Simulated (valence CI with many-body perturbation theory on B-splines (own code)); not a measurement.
# Os³⁺: electric-dipole lines

Calculated by relativistic CI+MBPT: five valence electrons over a frozen Dirac-Fock core [Xe] 4f14, a basis of 7 s, 7 p, 8 d, 6 f, 4 g, 1 h functions for each j, with the one-electron correlation potential Σ1, the two-electron term Σ2, the three-electron term Σ3, Breit, model QED; selected CI, second order for the rest, scaled by the run's own slope (own B-spline code, finite nucleus).

No measured levels were compared; by estimate terms of the open shell hold to 2 to 4 % of their energy, and close levels can change places; different configurations can be misplaced against each other by 1,000 to 8,000 cm⁻¹. Among the levels kept, up to 2400 cm⁻¹ of a level comes from second order outside the variational space, and about a tenth of that is noise between levels of different J, which matters for small intervals.

Lines 151 to 200 of 548 in falling wavelength, among levels below 19.042 eV, chosen from the strongest by gf and those to the six lowest levels. Wavelengths and rates use the calculated energies, so an error of 2000 cm⁻¹ moves a line at 149.0 nm by 3 % and its rate by three times that or more. Electric multipoles are in the length gauge, E1 and E2 with the static RPA response of the core. Weak lines are less certain than strong ones. Lines between different terms over intervals too small for the method are left out, as are lines whose strength nearly cancels. Where a level lies close to another of its J and parity, the split of strength between their lines is uncertain. The highest levels of a list are the least certain.

Names give the largest LS component (configuration and term), which can be under half, so a name can repeat, a term be missing and a line seem to break the LS rules; names also repeat where a configuration has a term twice. Letters in brackets count levels of one name in rising energy.

```tsv
λ vac (nm)	Upper	Lower	A (s⁻¹)	log gf	Branch %
149.0	5d4.6p 4F°_9/2 [f]	5d4.6s 2G_7/2 [b]	1.74e+08	-0.24	8.8
149.0	5d4.6p 2G°_7/2 [c]	5d4.6s 2H_9/2	1.53e+08	-0.39	7.4
148.6	5d4.6p 4D°_5/2 [b]	5d4.6s 4D_5/2 [a]	2.64e+08	-0.28	17.1
148.6	5d4.6p 4D°_7/2 [c]	5d4.6s 4P_5/2 [b]	8.56e+07	-0.64	4.0
148.1	5d4.6p 2F°_7/2 [c]	5d4.6s 2G_7/2 [a]	9.63e+07	-0.60	4.2
148.0	5d4.6p 2I°_11/2 [a]	5d4.6s 4H_13/2	7.71e+07	-0.52	3.5
148.0	5d4.6p 2F°_5/2 [c]	5d4.6s 2F_5/2 [a]	1.52e+08	-0.52	6.5
147.6	5d4.6p 4G°_11/2 [a]	5d4.6s 4H_9/2 [a]	1.02e+08	-0.40	4.8
147.6	5d4.6p 2F°_5/2 [c]	5d4.6s 2G_7/2 [b]	1.51e+08	-0.53	6.5
147.4	5d4.6p 2G°_9/2	5d4.6s 2H_9/2	1.25e+08	-0.39	5.9
147.3	5d4.6p 4D°_1/2 [b]	5d4.6s 4D_3/2 [a]	2.64e+08	-0.76	12.0
146.7	5d4.6p 2I°_11/2 [b]	5d4.6s 4G_11/2 [a]	1.89e+08	-0.14	7.4
146.5	5d4.6p 2F°_5/2 [a]	5d4.6s 4D_5/2 [b]	1.20e+08	-0.64	6.0
145.5	5d4.6p 2F°_5/2 [b]	5d4.6s 4P_5/2 [b]	9.35e+07	-0.75	3.3
145.4	5d4.6p 2D°_5/2	5d4.6s 2G_7/2 [a]	1.28e+08	-0.61	6.1
145.3	5d4.6p 4G°_5/2 [c]	5d4.6s 4D_7/2 [b]	1.20e+08	-0.64	4.1
145.2	5d4.6p 2G°_7/2 [a]	5d4.6s 4D_7/2 [b]	8.62e+07	-0.66	3.6
144.8	5d4.6p 2I°_13/2 [b]	5d4.6s 4G_11/2 [a]	2.70e+08	0.07	11.1
144.6	5d4.6p 2I°_11/2 [b]	5d4.6s 4G_9/2	9.88e+07	-0.43	3.9
144.5	5d4.6p 2G°_9/2	5d4.6s 4G_11/2 [a]	7.73e+07	-0.62	3.7
143.9	5d4.6p 2G°_9/2	5d4.6s 4F_7/2 [a]	8.41e+07	-0.58	4.0
143.8	5d4.6p 4G°_11/2 [b]	5d4.6s 2H_9/2	5.65e+08	0.32	25.8
143.6	5d4.6p 4D°_7/2 [b]	5d4.6s 4D_5/2 [a]	9.43e+07	-0.63	3.0
143.2	5d4.6p 4G°_9/2 [c]	5d4.6s 2H_9/2	9.72e+07	-0.52	5.2
143.0	5d4.6p 4F°_9/2 [d]	5d4.6s 4H_11/2	1.34e+08	-0.39	5.0
143.0	5d4.6p 4P°_3/2 [b]	5d4.6s 4P_1/2 [a]	2.29e+08	-0.55	9.1
142.8	5d4.6p 2H°_11/2 [a]	5d4.6s 4G_11/2 [a]	1.75e+08	-0.19	11.7
142.8	5d4.6p 2D°_3/2 [c]	5d4.6s 4D_3/2 [b]	1.73e+08	-0.67	5.9
142.8	5d4.6p 2G°_7/2 [a]	5d4.6s 4D_5/2 [b]	8.16e+07	-0.70	3.4
142.8	5d4.6p 2H°_11/2 [b]	5d4.6s 4G_11/2 [b]	2.90e+08	0.03	6.3
142.7	5d4.6p 4F°_7/2 [c]	5d4.6s 4F_7/2 [a]	8.06e+07	-0.71	2.9
142.6	5d4.6p 2K°_13/2	5d4.6s 4H_13/2	4.15e+07	-0.75	4.3
142.6	5d4.6p 4D°_7/2 [a]	5d4.6s 4H_7/2	1.13e+08	-0.56	10.3
142.5	5d4.6p 2G°_7/2 [a]	5d4.6s 4D_7/2 [a]	1.95e+08	-0.32	8.1
142.4	5d4.6p 4D°_7/2 [b]	5d4.6s 4H_9/2 [a]	1.26e+08	-0.51	4.0
142.2	5d4.6p 4F°_9/2 [c]	5d4.6s 4H_9/2 [a]	7.49e+07	-0.64	4.1
142.1	5d4.6p 4G°_7/2 [b]	5d4.6s 4H_9/2 [b]	8.71e+07	-0.68	4.0
141.4	5d4.6p 4D°_3/2 [b]	5d4.6s 4D_1/2 [a]	1.81e+08	-0.66	6.8
141.3	5d4.6p 4H°_11/2 [b]	5d4.6s 4H_11/2	1.33e+08	-0.32	11.4
141.1	5d4.6p 2D°_3/2 [b]	5d4.6s 4D_1/2 [b]	1.96e+08	-0.63	6.8
140.9	5d4.6p 2H°_11/2 [a]	5d4.6s 4G_9/2	4.39e+08	0.20	29.3
140.5	5d4.6p 4G°_9/2 [b]	5d4.6s 4D_7/2 [b]	3.56e+08	0.02	13.1
140.4	5d4.6p 4G°_9/2 [a]	5d4.6s 4D_7/2 [a]	9.09e+07	-0.57	3.9
140.2	5d4.6p 4D°_7/2 [d]	5d4.6s 4P_5/2 [b]	1.89e+08	-0.35	8.1
140.2	5d4.6p 4F°_3/2 [b]	5d4.6s 4D_5/2 [b]	1.45e+08	-0.77	4.9
139.9	5d4.6p 4G°_9/2 [c]	5d4.6s 4F_7/2 [a]	4.18e+08	0.09	22.5
139.7	5d4.6p 4I°_9/2	5d4.6s 6D_7/2	6.74e+07	-0.70	9.4
139.4	5d4.6p 4D°_7/2 [b]	5d4.6s 4H_7/2	1.66e+08	-0.41	5.3
139.2	5d4.6p 4F°_9/2 [c]	5d4.6s 4H_7/2	1.25e+08	-0.44	6.8
139.1	5d4.6p 4P°_5/2 [b]	5d4.6s 4G_5/2	1.87e+08	-0.49	5.6
```

Q: How does gf follow from A for the line at 143.9 nm?

A: gf = 1.4992 × (2J+1)_upper × A / σ², with σ = 69508 cm⁻¹ and 2J+1 = 10: gf = 0.261.
